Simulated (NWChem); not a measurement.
## Plane-wave run on MgI$_{2}$ (CdI2 type)

```xyz
3
Lattice="4.1020 0.0000 0.0000 -2.0510 3.5524 0.0000 0.0000 0.0000 6.6173" Properties=species:S:1:pos:R:3 pbc="T T T"
Mg     0.0000     0.0000     0.0000
I      0.0000     2.3683     1.6676
I      2.0510     1.1841     4.9498
```

All runs are NWChem calculations. Origin of the cell: lattice set by a structure generator, not relaxed at this level; this structure type may not be the compound's usual one.

Norm-conserving pseudopotentials with valence charges Mg 2, I 7, fixed occupations, no spin-orbit coupling, density cut at twice the wavefunction cutoff.

The filled d shells of I are in the core.

Level: LDA (Vosko), default library, cutoff 25 Ha, density from a 3×3×3 mesh. Bands run along Γ–M–K–Γ–A–L–H–A with k in units of the cell's reciprocal vectors.

Problem. What gap does the band structure show, and how wide is the group of occupied bands?

Solution. It shows a direct gap along this path of 3.06 eV at Γ. The 8 occupied bands reach 12.5 eV below the valence-band top.
